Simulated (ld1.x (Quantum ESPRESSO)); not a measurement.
The numbers below are computed, except where a source is named.
# Pseudopotentials across the periodic table

Generated with ld1.x 7.5 (TM, RRKJ, ultrasoft, PAW), atompaw 4.2 or ONCVPSP 4.0.1. The cutoff is in Ry: for ld1.x and atompaw files where the sum of valence levels is converged to 10 mRy in a Bessel basis, for ONCV files where the hardest occupied wave has 1 mHa per electron of residual kinetic energy. The error is the largest all-electron minus pseudo excitation energy over each file’s own four to seven test configurations (ionisations up to +4, promotions, holes and added fractions of an electron), all of which were solved. The labels leave out finer settings (local radius, basis sizes, second energies), which also bear on the numbers. Spin-polarised tests are not counted. The rows are a selection from randomly drawn settings: files with unsolved tests, undetermined cutoffs or missed reference levels are left out.

```csv
element,potential,cutoff (Ry),largest error (meV),bound ghosts
Mg,"RRKJ, PBE, non-relativistic, rc 2.55/1.15/2.15 (spd), local s, core correction no, reference 2p6 3s2 3p0",100,-1252,none
K,"PAW, PBE, scalar-relativistic, rc 1.95/2.35/3.62 (spd), local smoothed, core correction yes, reference 3s2 3p6 4s1 4p0",15,-4.0,none
Fe,"PAW, PBEsol, scalar-relativistic, rc 2.25/1.20/1.25/2.30 (spdf), local smoothed, core correction yes, reference 3p6 3d6 4s0 4p0",90,-55,none
I,"TM, PBE, fully relativistic, rc 1.80/2.05 (sp), local smoothed, core correction yes, reference 5s2 5p5",30,-59,none
Ta,"TM semilocal, PBE, scalar-relativistic, rc 2.75/3.85/2.20 (spd), local s, core correction yes, reference 5d3 6s1 6p0",30,-781,none
```

(1) Fill in the row for Ag: TM, BP86, fully relativistic, rc 2.30/3.10/1.35 (spd), local s, core correction yes, reference 4d10 5s1 5p0.

(2) Fill in the row for N: PAW, PBE, scalar-relativistic, rc 1.10/1.40/1.15 (spd), local smoothed, core correction yes, reference 2s2 2p3.

(3) Fill in the row for Al: TM, Wu–Cohen, scalar-relativistic, rc 1.65/2.85/3.15 (spd), local d, core correction yes, reference 3s1.75 3p1.25.

## Answers

(1) cutoff 80 Ry, largest error -1913 meV, bound ghosts: none.

(2) cutoff 35 Ry, largest error -3.7 meV, bound ghosts: none.

(3) cutoff 10 Ry, largest error +18 meV, bound ghosts: none.
